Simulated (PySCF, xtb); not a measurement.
Bi(H)(SiH3)2 (BiH7Si2), SMILES [SiH3][BiH][SiH3].

Harmonic wavenumbers (cm⁻¹) from GFN2-xTB run with xtb 6.7.1 at its own minimum, in rising order: 62, 71, 95, 319, 320, 379, 389, 412, 447, 547, 553, 776, 810, 812, 819, 820, 830, 1704, 2244, 2254, 2259, 2264, 2296, 2307.

**Question.** What does PBE0-D3(BJ)/def2-SVP run with PySCF give at its own minimum? (Estimate from the structure and the level; the computed values follow.)

**Answer.** 61, 72, 103, 281, 282, 389, 390, 466, 526, 584, 590, 833, 871, 931, 934, 936, 937, 1818, 2212, 2214, 2228, 2230, 2232, 2236. Paired by order, the mean absolute difference is 53 cm⁻¹ and the zero-point energies are 34.0 and 34.8 kcal/mol.
